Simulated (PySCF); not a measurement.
**Electronic structure of C+ (carbon, charge +1) at the UHF level**

Configuration: [He] 2s2 2p1, 2P determinant. Computed with PySCF 2.14 in x2c-SVPall (3s2p1d, 14 functions), with the spin-free X2C one-electron Hamiltonian (Gaussian nucleus).

```
Total energy                                                  : -37.259161 hartree
One-electron energy                                           : -47.5070 hartree
Hartree (Coulomb) energy                                      : 14.9822 hartree
Exchange energy                                               : -4.7343 hartree
⟨S²⟩                                                          : 0.7545
⟨L²⟩                                                          : 2.010
Sum of ⟨r⟩                                                    : 5.000 bohr
Sum of ⟨r²⟩                                                   : 8.241 bohr²
Traceless quadrupole moment −½Σ⟨3z² − r²⟩ along its main axis : -1.10 e·bohr²
Langevin diamagnetic susceptibility                           : -6.53 ×10⁻⁶ cm³/mol
Time after the integrals                                      : 0.04 s of wall time on 1 thread of Intel(R) Xeon(R) 6975P-C (shared host)
```

```csv
shell,electrons,mean orbital energy (eV),"rms radius, mean of both spins (bohr)"
1s α,1,-324.36,0.311
1s β,1,-323.50,0.311
2s α,1,-32.940,1.63
2s β,1,-29.261,1.63
2p α,1,-24.951,1.65
```
